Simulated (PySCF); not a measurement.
**Spinor energies of Ag⁻ (silver, charge -1)**

Start: [Kr] 4d10 5s2. Calculated with PySCF 2.14 in x2c-TZVPall-2c with one added diffuse shell each of s, p, d type (9s10p8d1f, 86 functions): generalised Hartree-Fock with the X2C-1e Hamiltonian and a Gaussian nucleus; one run each with spin-orbit coupling (SO) switched off, then screened by Boettger's factors.

```csv
spinor shell,electrons,"ε, spin-free (eV)","ε, screened SO (eV)",weight of nominal j (screened SO),"rms radius, screened SO (bohr)"
1s1/2,2,-25640.1,-25638.2,1.000,0.0357
2s1/2,2,-3856.4,-3855.9,1.000,0.146
2p1/2,2,-3451.6,-3573.0,1.000,0.127
2p3/2,4,-3451.6,-3395.6,1.000,0.131
3s1/2,2,-739.30,-739.18,1.000,0.392
3p1/2,2,-602.99,-625.17,1.000,0.387
3p3/2,4,-602.99,-592.73,1.000,0.398
3d3/2,4,-388.52,-392.31,1.000,0.374
3d5/2,6,-388.52,-385.88,1.000,0.377
4s1/2,2,-110.71,-110.69,1.000,0.980
4p1/2,2,-69.054,-72.779,1.000,1.06
4d3/2,4,-8.351,-8.765,1.000,1.53
4d5/2,6,-8.351,-8.075,1.000,1.56
5s1/2,2,-0.555,-0.556,1.000,5.00
```

Where does 4p3/2 lie, and what is the 4p spin-orbit splitting (screened SO)?

At -67.340 eV, 5.439 eV above 4p1/2.

| quantity | spin-free | screened SO |
| --- | --- | --- |
| E (hartree) | -5312.33739 | -5313.32009 |
| M_J | 0 | 0 |
| ⟨J²⟩ | 0.000 | 0.000 |
| ⟨L²⟩ | 0.000 | 0.015 |
| ⟨S²⟩ | 0.000 | 0.015 |

Breit and QED terms are absent; they matter most for the inner s and p1/2 levels.

Densities and radii are taken from the X2C orbitals without a picture-change correction, which distorts them close to the nucleus.

Without spin-orbit coupling the j labels of p, d and f shells carry no meaning; the spin-free column gives the mean over the occupied spinors of each nl shell.
